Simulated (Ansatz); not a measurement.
H$_{3}$Si$_{2}$ (SMILES [SiH]=[SiH2]), doublet, at a GFN2-xTB geometry.

Input for Ansatz (an electronic-structure program):
Ansatz 0.2 input:
```yaml
crystal:
  periodic: [false, false, false]
  atoms:
    - {symbol: Si, position_ang: [1.02285006, -0.59715591, 0.02160438]}
    - {symbol: Si, position_ang: [-0.90257877, 0.47114667, -0.01698289]}
    - {symbol: H, position_ang: [2.02777054, 0.52857146, -0.02104512]}
    - {symbol: H, position_ang: [-1.68847796, 1.72855621, -0.06337080]}
    - {symbol: H, position_ang: [-2.02309056, -0.49299837, 0.01971513]}
basis:
  gaussian:
    orbitals: 6-31G*
magnetization: {spin_polarized: true, initial_magnetization: 1}
correlation: {method: rpa}
```

### Question
What does this run give for the number of basis functions, total energy, SCF-reference <S^2>?

### Answer

number of basis functions: 44
total energy: -579.6577 Eh
SCF-reference <S^2>: 0.807
